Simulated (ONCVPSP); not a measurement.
# Transferability test, ONCV potential for N (Z = 7)

ONCVPSP 4.0.1 input, shortened (lines: element, Z, core and valence counts, functional; n l f; lmax; l rc ep ncon nbas qcut; lloc lpopt rc5 dvloc0; l nproj debl; icmod fcfact rcfact), PBE, scalar-relativistic:

```
  N 7.00    1    2        4      upf
    1    0    2.00
    2    0    2.00
    2    1    3.00
    2
    0    0.90    0.00    5    9    6.30
    1    2.30    0.00    4    7    6.00
    2    1.95    0.39    4    8    5.20
    4    4    0.65    3.00
    0    3    1.40
    1    2    1.50
    2    2    1.70
    3    1.75    1.35
```

Energies are relative to the spin-unpolarised reference configuration 2s2 2p3; without spin polarisation the order of configurations can differ from experiment.

| valence configuration | charge | ΔE all-electron (eV) | error AE − PS (meV) |
| --- | --- | --- | --- |
| 2s2 2p2 | +1 | 13.591 | +109 |
| 2s2 2p0 | +3 | 89.527 | +2884 |

Question: What are ΔE and the potential's error for 2s2 2p1?

Answer: ΔE = 42.445 eV all-electron; the error (AE − PS) is +805 meV.

Question: What are ΔE and the potential's error for 2s1 2p3?

Answer: ΔE = 25.372 eV all-electron; the error (AE − PS) is -104 meV.

Note: ghosts flagged at negative energy: s at -337.6 eV; GHOST(+) flags only above 600 eV. A true bound ghost makes a file unfit for plane-wave use.
